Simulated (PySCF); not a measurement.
PBE0 on Re⁻ (rhenium, charge -1), [Xe] 4f14 5d6 6s2, high-spin 5D determinant. Calculation: PySCF 2.14, in aug-cc-pwCVDZ-PP with ECP60MDF (6s6p5d3f, 70 functions); scalar relativity through the core potential.

```
cycle= 1 E= -78.4559731197141  delta_E= -0.0144  |g|= 0.0187  |ddm|= 0.536
cycle= 2 E= -78.456924221706  delta_E= -0.000951  |g|= 0.0188  |ddm|= 0.135
cycle= 3 E= -78.4571682227948  delta_E= -0.000244  |g|= 0.00602  |ddm|= 0.0456
cycle= 4 E= -78.4572521529291  delta_E= -8.39e-05  |g|= 0.000863  |ddm|= 0.0381
cycle= 5 E= -78.4572568632533  delta_E= -4.71e-06  |g|= 0.000152  |ddm|= 0.012
cycle= 6 E= -78.4572569473656  delta_E= -8.41e-08  |g|= 6.53e-05  |ddm|= 0.00124
cycle= 7 E= -78.4572569584899  delta_E= -1.11e-08  |g|= 1.12e-05  |ddm|= 0.000418
cycle= 8 E= -78.4572569591265  delta_E= -6.37e-10  |g|= 5.92e-06  |ddm|= 0.000115
converged SCF energy = -78.4572569591265  <S^2> = 6.0782477  2S+1 = 5.0312017
```

Highest occupied orbital energy: 1.926 eV; ⟨L²⟩ = 6.03; populations by l: s 4.00, p 6.00, d 6.00, f 0.00.

Q: Can this result be used?

A: With care. The run converged. Energies and moments cover only the electrons outside the core potential. Spin-orbit coupling, absent here, splits the open shell strongly. ⟨S²⟩ = 6.08 against 6.00 shows spin contamination. At PBE0 the highest occupied level has a positive energy, so only the finite basis holds that electron; in a semilocal or global hybrid functional this comes from self-interaction and does not mean that the real anion is unbound.
